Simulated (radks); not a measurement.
Values are calculated unless marked as measured or tabulated.
Spherical quantum dot in the effective-mass picture: electrons in a hard-walled sphere of radius 2.48, all in effective atomic units (hartree* = m*/eps^2 hartree, bohr* = eps/m* bohr), one dielectric constant everywhere. Level of theory: non-relativistic Kohn-Sham, LDA (Slater exchange, Perdew-Wang correlation), spin-polarised, spherical densities (a radial shooting solver with Libxc functionals). Levels are named by radial order and angular momentum (1s, 1p, 1d, 2s, ...), and open shells are averaged over m. Results are scaled to m* = 0.478 and eps = 15.8, for which hartree* = 52.1 meV and bohr* = 1.749 nm.

N = 12, configuration 1s2 1p6 1d(up 4, down 0). This is the lowest configuration that the search found. Occupied and some empty levels:

| level | occupation | eigenvalue (meV) | <r> (nm) |
|---|---|---|---|
| 1s up | 1 | 374.35 | 2.593 |
| 1s down | 1 | 379.87 | 2.574 |
| 1p up | 3 | 404.05 | 2.818 |
| 1p down | 3 | 410.12 | 2.811 |
| 1d up | 4 | 449.28 | 2.975 |
| 1d down | 0 | 455.59 | 2.973 |
| 2s up | 0 | 506.15 | 2.025 |
| 1f up | 0 | 507.85 | 3.093 |
| 2s down | 0 | 509.31 | 2.030 |
| 1f down | 0 | 514.27 | 3.093 |
| 2p up | 0 | 585.72 | 2.297 |
| 2p down | 0 | 589.60 | 2.295 |

Energy (meV): total 2994.57, kinetic 1231.7, external 0, Hartree 2106.2, exchange-correlation -343.31.
